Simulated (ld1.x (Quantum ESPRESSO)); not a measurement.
# H (Z = 1), ultrasoft: configuration errors across variants

```
Element                 : hydrogen
Generator               : ld1.x (Quantum ESPRESSO) 7.5
Type                    : ultrasoft
Functional              : LDA (PZ)
Relativity              : scalar-relativistic
Frozen core             : none
Valence charge          : 1
Reference configuration : 1s1
Partial waves           : 1s (bound): rcut 0.60, rcutus 0.75 bohr; 1s channel at 2.1 Ry: rcut 0.60, rcutus 0.75 bohr
Local potential         : all-electron potential smoothed inside 0.60 bohr (lloc = -1)
Core correction         : none
Augmentation charge     : PSQ, radius 0.65 bohr
```

All-electron excitation energies from the reference (eV): (1) 1s0.5 4.645; (2) 1s1 spin -0.897; (3) 1s0.5 spin 4.258.

Spin tests fill each open shell by Hund’s rule, majority spin first.

2 further variants failed, have other tests or another functional or relativity, and are left out.

Errors AE − PS in meV (a dash: test not solved or not reliable):

| change | (1) | (2) | (3) | bound ghosts |
| --- | --- | --- | --- | --- |
| base | 0.0 | 0.0 | -0.1 | none |
| local potential all-electron potential smoothed inside 0.90 bohr (lloc = -1) | 0.0 | 0.0 | -0.1 | none |
| augmentation built from norm-conserving waves at rcut, not smoothed further | 0.0 | -0.2 | -0.1 | none |
| wave 1s channel at 2.1 Ry: rcut 0.60, rcutus 0.75 bohr becomes 1s channel at 1.33 Ry: rcut 0.60, rcutus 0.75 bohr | 0.0 | 0.0 | -0.1 | none |
| waves 1s (bound): rcut 0.46, rcutus 0.58 bohr; 1s channel at 2.1 Ry: rcut 0.46, rcutus 0.58 bohr; local potential all-electron potential smoothed inside 0.46 bohr (lloc = -1); augmentation PSQ, radius 0.50 bohr | -0.1 | 0.0 | 0.0 | none |
| waves 1s (bound): rcut 0.60, rcutus 0.74 bohr; 1s channel at 2.1 Ry: rcut 0.60, rcutus 0.74 bohr; augmentation PSQ, radius 0.64 bohr | 0.0 | 0.0 | -0.1 | none |

Question: Give the same row for: waves 1s (bound): rcut 0.60, rcutus 0.70 bohr; 1s channel at 2.1 Ry: rcut 0.60, rcutus 0.70 bohr.

Answer: -0.1, +0.1, 0.0; bound ghosts: none.
